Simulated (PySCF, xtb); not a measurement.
ReO2Br3, SMILES [O]=[Re](=[O])([Br])([Br])[Br], multiplicity 1.

Harmonic wavenumbers (cm⁻¹) from xtb 6.7.1 with GFN2-xTB at its own minimum, in rising order: 35, 35, 120, 129, 134, 154, 176, 184, 211, 227, 852, 923.

Q: What does B3LYP-D3(BJ)/def2-SVP (PySCF 2.14.0) give at its own minimum? (An estimate is asked for; the answer gives what the named calculation found.)

A: 28, 92, 141, 165, 187, 220, 234, 250, 266, 328, 995, 1032. Paired by order, the mean absolute difference is 64 cm⁻¹ and the zero-point energies are 4.5 and 5.6 kcal/mol.
